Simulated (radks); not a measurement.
W38+, configuration [Kr].

Calculated with a radial shooting solver on a logarithmic mesh with Libxc functionals: scalar-relativistic Kohn-Sham, PBE, spin-polarised, spherical densities, finite nucleus; Fermi nuclear charge, rms radius 5.3658 fm.

Energy parts (hartree):
total: -15271.1035
kinetic: 16910.6955
electron-nucleus: -35350.4619
Hartree: 3425.3138
exchange-correlation: -256.6508

Orbitals (lengths in bohr, moments of r in powers of bohr; <r^-3> diverges for s and p1/2):
orbital	occ.	eigenvalue (hartree)	<r^-3>
1s	2	-2614.663	-
2s	2	-502.4293	-
2p	6	-447.2869	19770
3s	2	-161.1681	-
3p	6	-144.7838	4540
3d	10	-126.3876	585.6
4s	2	-73.45274	-
4p	6	-67.37359	1436

The highest occupied level is 4p at -1833.3 eV. For comparison, the ionisation energy in NIST's Atomic Spectra Database is 1830 eV (semi-empirical). In exact Kohn-Sham theory the highest level is minus the ionisation energy, but local and semilocal functionals leave it too shallow, through self-interaction and a potential that decays too fast; potentials with the right tail come closer.
